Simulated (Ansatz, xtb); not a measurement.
Two isomers of CH5B3N4S

Structure I is `N#CB1NBNBN1S`, a singlet and structure II is `N#CB1NBN(S)BN1`, a singlet. Both are isolated molecules in the gas phase, relaxed with PBE-D3(BJ)/def2-SVP, each in the lowest conformer that the search found.

Estimate E(II) − E(I) at the level CCSD(T)/def2-SVP + ΔMP2/def2-TZVPP.

CCSD(T)/def2-SVP + ΔMP2/def2-TZVPP gives E(II) − E(I) = −0.018 eV, slightly favouring structure II, which is too small a margin to settle the true order.

How the difference moves with the method:

```csv
level,geometry,E(II) − E(I) (eV),departure from the last row (eV),"job, with rough time for the two"
GFN2-xTB,GFN2-xTB,−0.032,−0.014,"optimisation, 0.64 s"
HF/STO-3G,GFN2-xTB,−0.009,+0.008,"single point, 0.82 s"
r2SCAN-D4/def2-SVP,GFN2-xTB,−0.006,+0.012,"single point, 8.1 s"
PBE-D3(BJ)/def2-SVP,PBE-D3(BJ)/def2-SVP,−0.001,+0.017,"optimisation, 42 s"
HF/def2-SVP,PBE-D3(BJ)/def2-SVP,−0.045,−0.027,part of the CCSD(T) run
MP2/def2-SVP,PBE-D3(BJ)/def2-SVP,+0.002,+0.020,part of the CCSD(T) run
CCSD(T)/def2-SVP,PBE-D3(BJ)/def2-SVP,−0.008,+0.010,single point
CCSD(T)/def2-SVP + ΔMP2/def2-TZVPP,PBE-D3(BJ)/def2-SVP,−0.018,,"single point, 3.5 min"
```

As drawn, both hold the same kinds of bond in the same numbers.

The largest departure from CCSD(T)/def2-SVP + ΔMP2/def2-TZVPP is that of HF/def2-SVP, 0.027 eV. No reliable frequencies are at hand for I, so it isn't confirmed as a minimum. The last row adds to CCSD(T) the change of the MP2 difference between the two basis sets, here −0.010 eV.

The correlated steps freeze 13 core orbitals. Run with Ansatz 0.2.0, xtb 6.7.1; the last row on 2 threads of Arm Neoverse V1 on a shared host.
